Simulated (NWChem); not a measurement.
CClF, singlet; SMILES Cl[C]F

```xyz
3

F     -0.2802     1.4574     0.0000
C      0.6694     0.5905     0.0000
Cl    -0.0879    -0.9800     0.0000
```
Atoms are numbered in this order, from 1.

Low-valent species are run as closed-shell singlets; no triplet was tried in these runs. The geometry was optimised at PBE0/def2-SVP.

Symmetry labels are those of Cs in the frame above (b1 and b2, or b-type labels, depend on it).

Problem. List the 6 lowest vertical singlet excitations from BHandHLYP/def2-SVPD, TDA (NWChem).

Solution. 
```json
[
 {"state": "S1", "energy (eV)": "3.58", "oscillator strength": "0.016", "symmetry": "a\"", "leading excitation (squared amplitude)": "HOMO → LUMO (0.97)"},
 {"state": "S2", "energy (eV)": "5.96", "oscillator strength": "0.000", "symmetry": "a\"", "leading excitation (squared amplitude)": "HOMO−1 → LUMO (0.98)"},
 {"state": "S3", "energy (eV)": "6.79", "oscillator strength": "0.001", "symmetry": "a'", "leading excitation (squared amplitude)": "HOMO−2 → LUMO (0.63)"},
 {"state": "S4", "energy (eV)": "8.05", "oscillator strength": "0.318", "symmetry": "a'", "leading excitation (squared amplitude)": "HOMO → LUMO+1 (0.46)"},
 {"state": "S5", "energy (eV)": "8.82", "oscillator strength": "0.033", "symmetry": "a'", "leading excitation (squared amplitude)": "HOMO → LUMO+2 (0.84)"},
 {"state": "S6", "energy (eV)": "9.33", "oscillator strength": "0.061", "symmetry": "a'", "leading excitation (squared amplitude)": "HOMO−1 → LUMO+1 (0.57)"}
]
```
